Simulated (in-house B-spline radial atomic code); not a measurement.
Checks on a self-consistent run for Pr⁵⁺, [Kr] 4d10 5s2 5p5 7d1. Level of theory: Dirac-Hartree-Fock, average of configuration, Fermi nucleus of rms radius 4.8919 fm; calculated with a radial B-spline atomic code at the basis-set limit.

```tsv
orbital	q	ε (Eh)	<1/r>	<r²>	small-component weight
1s1/2	2	-1555.08158	64.6848	0.000789384	0.0478
2s1/2	2	-256.93054	15.2985	0.0124555	0.010435
2p1/2	2	-242.35133	15.2392	0.00915613	0.01043
2p3/2	4	-224.58035	13.761	0.0104061	0.009787
3s1/2	2	-59.81783	5.55075	0.0839608	0.0032381
3p1/2	2	-53.59153	5.45234	0.0791861	0.0031667
3p3/2	4	-49.99100	5.0867	0.0864363	0.0029945
3d3/2	4	-39.26149	4.93973	0.0704835	0.0028555
3d5/2	6	-38.49758	4.8469	0.0725343	0.0028044
4s1/2	2	-15.20027	2.30154	0.42756	0.00099781
4p1/2	2	-12.76208	2.19605	0.455723	0.00092937
4p3/2	4	-11.95949	2.08358	0.491914	0.00087918
4d3/2	4	-7.86160	1.87422	0.570158	0.00073594
4d5/2	6	-7.71626	1.84505	0.584425	0.00072091
5s1/2	2	-4.31225	0.959388	2.13003	0.00025251
5p1/2	1.6667	-3.50184	0.887031	2.47286	0.00022386
5p3/2	3.3333	-3.34717	0.850272	2.6478	0.0002114
7d3/2	0.4	-0.67203	0.213505	44.4284	2.7383e-05
7d5/2	0.6	-0.66894	0.212372	44.8666	2.7194e-05
```

Electron-electron repulsion V_ee = 3201.5497 hartree.

(1) What total energy follows from the eigenvalues?

(2) Does the Dirac virial theorem hold?

(3) What diamagnetic shielding (Lamb formula) and susceptibility (Langevin formula) do the radii give?

## Answers

(1) The eigenvalues count the repulsion twice, so E = Σqε - V_ee = -6029.657 - 3201.550 = -9231.207 hartree; the run printed -9231.207.

(2) For a point nucleus E = -2c²Σq·w, with w the small-component weight. Here Σq·w = 0.24576 and c = 137.0360, so the ratio E/(-2c²Σq·w) is 1.000091; the finite nucleus accounts for the departure from 1.

(3) σ = (α²/3)Σq<1/r> = 379.023/(3·137.036²) = 6727.8 ppm, and χ = -0.79199×10⁻⁶·Σq<r²> = -57.73×10⁻⁶ cm³/mol with Σq<r²> = 72.896 bohr². Both are non-relativistic formulas without the paramagnetism of open shells; for so heavy an element the full relativistic shielding is larger by tens of per cent.
